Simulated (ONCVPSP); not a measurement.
## C (Z = 6): excitation energies, all-electron against ONCV

* Element: C
* Generator: ONCVPSP 4.0.1
* Type: optimised norm-conserving Vanderbilt (ONCV)
* Functional: PBEsol
* Relativity: scalar-relativistic
* Frozen core: [He]
* Valence charge: 4
* Reference configuration: 2s2 2p2
* Partial waves: 2s: rc 0.90 bohr, ncon 4, nbas 7, qcut 7.6 1/bohr, 2 projectors, debl 2.1 Ha; 2p: rc 2.75 bohr, ncon 3, nbas 6, qcut 4.2 1/bohr, 2 projectors, debl 1.5 Ha
* Local potential: polynomial inside 0.85 bohr (lpopt 3, dvloc0 6 Ha)
* Core correction: Teter function, fcfact 2, rcfact 1.4

Energies are relative to the spin-unpolarised reference configuration 2s2 2p2; without spin polarisation the order of configurations can differ from experiment.

```csv
valence configuration,charge,ΔE all-electron (eV),error AE − PS (meV)
2s2 2p1,+1,10.789,+181
2s2 2p0,+2,34.807,+1295
2s1 2p0,+3,82.771,+2463
```

Task: What are ΔE and the potential's error for 2s0 2p4?

Result: ΔE = 16.872 eV all-electron; the error (AE − PS) is -179 meV.

Levels in the configuration 2s0 2p4:

| level | all-electron (eV) | pseudo (eV) |
| --- | --- | --- |
| 2p | -6.054 | -6.278 |
